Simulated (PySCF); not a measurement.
A structure optimised at B3LYP-D3(BJ)/def2-SVP, used in a PySCF frequency run:

```xyz
11

N      0.9071     2.7703     0.0000
C      0.0258     2.0177     0.0000
C     -1.0377     1.0206     0.0000
B     -0.5198    -0.4783     0.0000
O     -1.4027    -1.4835     0.0000
C      1.0268    -0.9635     0.0000
O      1.2218    -2.1669     0.0000
H     -1.6890     1.1698    -0.8800
H     -1.6890     1.1698     0.8800
H     -0.9078    -2.3287     0.0000
H      1.8932    -0.2567     0.0000
```

Q: Write its SMILES, formula and point group.

A: N#CCB(O)C=O, C₃H₄BNO₂, Cs

Q: What are its rotational constants (standard atomic weights)?

A: 4.7188, 1.6693, 1.2426 GHz
